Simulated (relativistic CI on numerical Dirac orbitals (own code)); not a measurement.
# L2,3 absorption of copper in several valence states

Computed multiplet spectra 2p⁶3dⁿ → 2p⁵3dⁿ⁺¹ (Dirac-Coulomb-Breit ions, Slater integrals scaled by 0.8, an assumed crystal field that grows with the charge, no charge transfer; 300 K; Lorentzian 0.4 eV and Gaussian 0.3 eV FWHM at both edges, so that L2 comes out sharper than in experiment). Peaks over 5 % are given in eV from the highest peak in the L3 region of each spectrum (height, largest 100). S of the lowest state is read from ⟨S²⟩, and the branching ratio is the share of L3, cut at the minimum between the edges.

Field parameters in Wybourne normalisation: Oh B⁴₀ = 21Dq, B⁴₄ = √(5/14) B⁴₀. The field is a parameter set, without covalency.

- Cu²⁺ (d9, Oh, 10Dq = 8400 cm⁻¹): S = 0.50, branching ratio 0.76; peaks 0.0 (100), 20.1 (32)
- Cu³⁺ (d8, Oh, 10Dq = 10850 cm⁻¹): S = 1.00, branching ratio 0.76; peaks 0.0 (100), 1.1 (15), 2.5 (24), 3.5 (7), 20.3 (23), 21.7 (28)
- Cu⁴⁺ (d7, Oh, 10Dq = 13300 cm⁻¹): S = 1.50, high spin, branching ratio 0.84; peaks -4.2 (58), -2.7 (76), -2.4 (78), -1.4 (85), 0.0 (100), 0.9 (29), 2.6 (11), 3.3 (8), 18.8 (21), 19.8 (28), 20.2 (26), 22.2 (5)

The centroid of the whole edge, which also moves with the branching ratio, lies at 936.6 (Cu²⁺), 940.2 (Cu³⁺), 941.5 (Cu⁴⁺) eV in this ionic model, in steps of 1.3 to 3.6 eV. Compounds show about 1 to 2 eV a unit and lower energies for the high valences, since ligands screen the charge. The multiplet shape follows the d count and the spin state, and so serves as a fingerprint of valence. Real compounds of Cu⁴⁺ are mostly low spin, since covalency shrinks the Slater integrals more than this scale does.
